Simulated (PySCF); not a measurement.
## Deprotonation sites of `CC(=S)C#CC(=O)O` (C5H4O2S)

Molecule: `CC(=S)C#CC(=O)O` (C5H4O2S). Non-hydrogen atoms are numbered in `[CH3:1][C:2](=[S:3])[C:4]#[C:5][C:6](=[O:7])[OH:8]`.

These are calculated values, B3LYP-D3(BJ)/ma-def2-SVP in PySCF (grid level 2) at geometries from PBE0-D3(BJ)/def2-SVP. Zero-point and thermal terms (298.15 K, 1 bar) come from unscaled GFN2-xTB harmonic frequencies, with soft modes damped to free rotors in the entropy. These were taken at the GFN2-xTB minima.

| site | product | ΔH(acid) / eV | ΔG(acid) / eV | gas share | above best in acetone / eV |
| --- | --- | --- | --- | --- | --- |
| O8 (acid OH oxygen) | `CC(=S)C#CC(=O)[O-]` | 13.94 | 13.62 | > 99.9 % | 0.000 |
| C1 (carbon α to the carbonyl-type group) | `[CH2-]C(=S)C#CC(=O)O` | 14.35 | 14.06 | < 0.1 % | 0.432 |

ΔH and ΔG refer to AH → A⁻ + H⁺ in the gas phase. Shares are Boltzmann weights among the listed products; an error of 10 kJ/mol changes a ratio about 56-fold. Sites whose products fell apart, merged with another or lost in a GFN2-xTB screen aren't listed. Values in solvent are IEF-PCM free energies relative to the most favourable product.

Among these, O8 (acid OH oxygen) wins by 0.44 eV in gas-phase free energy over C1.

In acetone the product from O8 is solvated 1.99 eV more strongly than the parent (electrostatics only).

Known limits: structures of the anions come from def2-SVP, which lacks diffuse functions; ma-def2-SVP is a small basis, whose errors can reach tens of kJ/mol.

Hardware: 1 thread of Intel Xeon @ 2.50GHz, shared with other jobs. Command: `OMP_NUM_THREADS=1 python redox_run.py task.json out`. Structures, frequencies and single points: 10 min.
